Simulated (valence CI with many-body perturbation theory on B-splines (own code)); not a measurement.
# E1 transitions of Ti XVI

Level of theory: relativistic CI+MBPT: five valence electrons over a frozen Dirac-Fock core [He], a basis of 9 s, 9 p, 8 d, 6 f, 3 g, 1 h functions for each j, with the one-electron correlation potential Σ1, the two-electron term Σ2, the three-electron term Σ3, Breit, model QED; selected CI, second order for the rest (own B-spline code, finite nucleus).

No measured spectrum was set against this ion. As an estimate, levels of excited configurations hold to 0.05 to 0.15 % of their energy, terms of the ground configuration to about 0.5 %. Among the levels kept, up to 1900 cm⁻¹ of a level comes from second order outside the variational space, and about a tenth of that is noise between levels of different J, which matters for small intervals.

Lines 201 to 250 of 274 in falling wavelength, among levels below 49.100 Ry, chosen from the strongest by gf and those to the six lowest levels. Wavelengths and rates use the calculated energies, so an error of 500 cm⁻¹ moves a line at 19.73 Å by 0.0099 % and its rate by three times that or more. Electric multipoles are in the length gauge, E1 and E2 with the static RPA response of the core. Weak lines are less certain than strong ones. Lines between different terms over intervals too small for the method are left out, as are lines whose strength nearly cancels. Where a level lies close to another of its J and parity, the split of strength between their lines is uncertain. The highest levels of a list are the least certain.

Names give the largest LS component (configuration and term), which can be under half, so a name can repeat, a term be missing and a line seem to break the LS rules; names also repeat where a configuration has a term twice. Letters in brackets count levels of one name in rising energy.

```tsv
λ vac (Å)	Upper	Lower	A (s⁻¹)	S (a.u.) with core polarisation	S without
19.73	2s2 2p2 3d 2P_3/2 [a]	2s2 2p3 2D°_3/2	4.02e+11	6.10e-03	6.11e-03
19.71	2s2 2p2 3d 4D_3/2	2s2 2p3 2D°_5/2	1.19e+11	1.80e-03	1.80e-03
19.71	2s2 2p2 3d 4D_1/2	2s2 2p3 2D°_3/2	7.51e+10	5.68e-04	5.69e-04
19.70	2s2 2p2 3d 4D_7/2	2s2 2p3 2D°_5/2	1.51e+10	4.56e-04	4.56e-04
19.70	2s2 2p2 3d 4D_5/2	2s2 2p3 2D°_3/2	1.92e+11	4.34e-03	4.34e-03
19.69	2s2 2p2 3d 2F_5/2	2s2 2p3 2D°_5/2	2.17e+11	4.91e-03	4.92e-03
19.68	2s2 2p2 3d 2D_3/2 [a]	2s2 2p3 2P°_1/2	3.41e+12	5.13e-02	5.13e-02
19.67	2s 2p3 3p 6P_3/2	2s2 2p3 2P°_1/2	9.28e+09	1.39e-04	1.40e-04
19.65	2s2 2p2 3d 4D_3/2	2s2 2p3 2D°_3/2	1.09e+12	1.63e-02	1.63e-02
19.63	2s2 2p2 3d 2F_5/2	2s2 2p3 2D°_3/2	1.03e+12	2.31e-02	2.31e-02
19.61	2s2 2p2 3d 4P_5/2	2s2 2p3 2D°_5/2	3.43e+11	7.65e-03	7.67e-03
19.60	2s2 2p2 3d 2D_3/2 [b]	2s2 2p3 2P°_3/2	3.48e+10	5.17e-04	5.19e-04
19.59	2s2 2p2 3d 2D_5/2 [b]	2s2 2p3 2P°_3/2	8.35e+11	1.86e-02	1.86e-02
19.58	2s2 2p2 3d 4P_3/2	2s2 2p3 2D°_5/2	1.41e+11	2.09e-03	2.10e-03
19.56	2s2 2p2 3d 2P_1/2 [a]	2s2 2p3 2D°_3/2	7.05e+10	5.20e-04	5.21e-04
19.55	2s2 2p2 3d 4P_5/2	2s2 2p3 2D°_3/2	1.23e+10	2.73e-04	2.74e-04
19.55	2s2 2p2 3d 2F_7/2 [a]	2s2 2p3 2D°_5/2	1.78e+12	5.25e-02	5.26e-02
19.52	2s2 2p2 3d 2D_3/2 [b]	2s2 2p3 2P°_1/2	2.15e+12	3.15e-02	3.16e-02
19.52	2s2 2p2 3d 2P_1/2 [b]	2s2 2p3 2P°_3/2	9.66e+10	7.09e-04	7.10e-04
19.51	2s 2p3 3p 4P_5/2	2s2 2p3 2P°_3/2	4.53e+11	9.96e-03	9.98e-03
19.50	2s 2p3 3p 4P_3/2	2s2 2p3 2P°_3/2	1.52e+10	2.23e-04	2.23e-04
19.49	2s2 2p2 3d 2D_5/2 [c]	2s2 2p3 2P°_3/2	6.37e+12	1.40e-01	1.40e-01
19.46	2s2 2p2 3d 2P_3/2 [b]	2s2 2p3 2P°_3/2	5.96e+12	8.67e-02	8.69e-02
19.45	2s2 2p2 3d 2S_1/2	2s2 2p3 2P°_3/2	3.76e+12	2.73e-02	2.74e-02
19.44	2s2 2p2 3d 2P_1/2 [b]	2s2 2p3 2P°_1/2	3.56e+12	2.58e-02	2.58e-02
19.43	2s2 2p2 3d 2D_3/2 [a]	2s2 2p3 2D°_5/2	5.97e+11	8.63e-03	8.65e-03
19.42	2s2 2p2 3d 2D_5/2 [a]	2s2 2p3 2D°_5/2	2.94e+12	6.38e-02	6.39e-02
19.41	2s2 2p2 3d 4F_3/2	2s2 2p3 4S°_3/2	1.20e+11	1.73e-03	1.73e-03
19.41	2s 2p3 3p 4P_1/2	2s2 2p3 2P°_1/2	1.94e+10	1.40e-04	1.40e-04
19.40	2s 2p3 3p 6P_5/2	2s2 2p3 2D°_5/2	9.62e+09	2.08e-04	2.08e-04
19.38	2s2 2p2 3d 2P_3/2 [b]	2s2 2p3 2P°_1/2	6.64e+11	9.53e-03	9.55e-03
19.37	2s2 2p2 3d 4F_5/2	2s2 2p3 4S°_3/2	3.95e+11	8.51e-03	8.52e-03
19.37	2s2 2p2 3d 2D_3/2 [a]	2s2 2p3 2D°_3/2	3.75e+11	5.38e-03	5.39e-03
19.37	2s 2p3 3p 6P_7/2	2s2 2p3 2D°_5/2	9.03e+09	2.59e-04	2.60e-04
19.37	2s2 2p2 3d 2S_1/2	2s2 2p3 2P°_1/2	7.83e+11	5.61e-03	5.62e-03
19.36	2s2 2p2 3d 2D_5/2 [a]	2s2 2p3 2D°_3/2	5.26e+12	1.13e-01	1.13e-01
19.34	2s2 2p2 3d 2G_7/2	2s2 2p3 2D°_5/2	1.17e+12	3.35e-02	3.36e-02
19.34	2s 2p3 3p 6P_5/2	2s2 2p3 2D°_3/2	5.47e+10	1.17e-03	1.17e-03
19.29	2s2 2p2 3d 2P_3/2 [a]	2s2 2p3 4S°_3/2	6.28e+11	8.89e-03	8.90e-03
19.27	2s2 2p2 3d 2D_3/2 [b]	2s2 2p3 2D°_5/2	9.09e+11	1.28e-02	1.29e-02
19.27	2s2 2p2 3d 4D_1/2	2s2 2p3 4S°_3/2	2.34e+11	1.65e-03	1.65e-03
19.26	2s2 2p2 3d 4D_5/2	2s2 2p3 4S°_3/2	1.47e+12	3.12e-02	3.12e-02
19.26	2s2 2p2 3d 2D_5/2 [b]	2s2 2p3 2D°_5/2	4.52e+12	9.55e-02	9.57e-02
19.22	2s2 2p2 3d 2F_7/2 [b]	2s2 2p3 2D°_5/2	1.22e+13	3.41e-01	3.42e-01
19.22	2s2 2p2 3d 4D_3/2	2s2 2p3 4S°_3/2	3.34e+11	4.67e-03	4.68e-03
19.21	2s2 2p2 3d 2D_3/2 [b]	2s2 2p3 2D°_3/2	5.06e+12	7.08e-02	7.10e-02
19.20	2s2 2p2 3d 2D_5/2 [b]	2s2 2p3 2D°_3/2	4.71e+12	9.87e-02	9.89e-02
19.19	2s2 2p2 3d 2F_5/2	2s2 2p3 4S°_3/2	1.37e+12	2.88e-02	2.88e-02
19.18	2s 2p3 3p 4P_5/2	2s2 2p3 2D°_5/2	3.48e+09	7.26e-05	7.27e-05
19.16	2s2 2p2 3d 2D_5/2 [c]	2s2 2p3 2D°_5/2	5.88e+10	1.23e-03	1.23e-03
```
